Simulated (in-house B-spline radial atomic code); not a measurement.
Configurations of Gd⁵⁺, with energies counted from [Kr] 4d10 4f6 5s2 5p5. All numbers are computed (Dirac-Hartree-Fock, average of configuration; Fermi nucleus of rms radius 5.1569 fm) with a radial B-spline atomic code at the basis-set limit, not measured. Energies include first-order Breit, QED and recoil terms.

Occupations are held fixed; configurations that lie above the ionisation limit could autoionise.

```csv
configuration,E - E(ref) (eV),highest orbital,its <r> (bohr)
[Kr] 4d10 4f6 5s2 5p4 5d1,32.162,5d5/2,1.859
[Kr] 4d10 4f6 5s2 5p4 6d1,58.74,6d5/2,3.831
[Kr] 4d10 4f5 5s2 5p5 6g1,64.402,6g7/2,7.19
[Kr] 4d10 4f5 5s2 5p5 8d1,65.069,8d5/2,8.968
[Kr] 4d10 4f5 5s2 5p5 8g1,70.411,8g7/2,14.11
[Kr] 4d10 4f6 5s2 5p4 7g1,77.864,7g7/2,10.41
[Kr] 4d10 4f6 5s2 5p4 8g1,80.232,8g7/2,14.13
[Kr] 4d9 4f6 5s2 5p5 8s1,208.96,8s1/2,6.989
```

Order these further configurations by energy, lowest first.
A. [Kr] 4d9 4f6 5s2 5p5 9g1
B. [Kr] 4d10 4f6 5s2 5p4 8d1
C. [Kr] 4d10 4f5 5s2 5p5 8s1
D. [Kr] 4d10 4f6 5s2 5p4 8s1
E. [Kr] 4d9 4f6 5s2 5p5 7g1

C (60.498 eV), D (70.423 eV), B (74.974 eV), E (216.52 eV), A (220.52 eV).

How far above the reference does [Kr] 4d9 4f6 5s2 5p5 6s1 lie?

179.18 eV; its least bound orbital is 6s1/2 with <r> = 2.67 bohr.

How far above the reference does [Kr] 4d10 4f5 5s2 5p5 9g1 lie?

72.038 eV; its least bound orbital is 9g7/2 with <r> = 18.33 bohr.

How far above the reference does [Kr] 4d10 4f5 5s2 5p5 7g1 lie?

68.042 eV; its least bound orbital is 7g7/2 with <r> = 10.4 bohr.
